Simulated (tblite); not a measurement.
Compound: C₅H₁₁GeNS.
Geometry (GFN2-xTB, Å), atoms numbered from 1 in this order:
```xyz
19
C5H11GeNS angstrom
C     -2.680   -1.410    0.347
C     -1.782   -0.830   -0.735
Ge    -0.107   -0.027    0.021
C      0.146    1.867   -0.680
C      1.221    2.505    0.003
N      2.093    2.980    0.574
S      1.637   -1.300   -0.518
C      2.948   -0.543    0.501
H     -2.156   -2.182    0.906
H     -3.573   -1.851   -0.093
H     -2.990   -0.636    1.046
H     -2.319   -0.066   -1.299
H     -1.492   -1.611   -1.439
H     -0.164    0.091    1.548
H     -0.775    2.427   -0.517
H      0.358    1.830   -1.750
H      2.634   -0.508    1.540
H      3.174    0.456    0.141
H      3.817   -1.184    0.397
```

Method: GFN2-xTB as coded in tblite; computed harmonic values from a numerical Hessian at the method's own geometry, unscaled. Errors from tens to a few hundred cm⁻¹ against measured bands are possible. Modes of hydrogen on germanium can be 10 to 20 % off. One conformer, not necessarily the lowest. The optimisation stopped once no atom felt more than 0.01 eV/Å.

Lowest wavenumbers of the output (negative numbers stand for imaginary wavenumbers):
```
mode    cm-1
  1     -26.8
  2      30.5
  3      50.2
  4      73.6
  5     100.5
  6     109.6
  7     130.4
  8     138.6
  9     193.5
 10     224.3
```

Is this structure a minimum?

Not by this Hessian. 1 mode is imaginary beyond 20i (27i cm⁻¹), so at this level the point lies at or near a first-order saddle. The curvature is small, so loose convergence or finite differences may be the whole cause.

Which atoms move in the imaginary mode?

27i: C1 (methyl carbon) 40 %, H9 (methyl hydrogen) 11 %, H11 (methyl hydrogen) 11 %. These are shares of the mass-weighted motion.

What is the remedy?

Step along that mode in both directions, optimise again with tighter thresholds and repeat the frequencies. The zero-point energy of this point (90.4 kcal/mol) counts the 50 real modes alone, and thermal corrections from it aren't those of a minimum.

The run took 0.92 s wall on one thread, Arm Neoverse V1 (aarch64), no GPU (shared host). This covers the Hessian and the dipole derivatives.
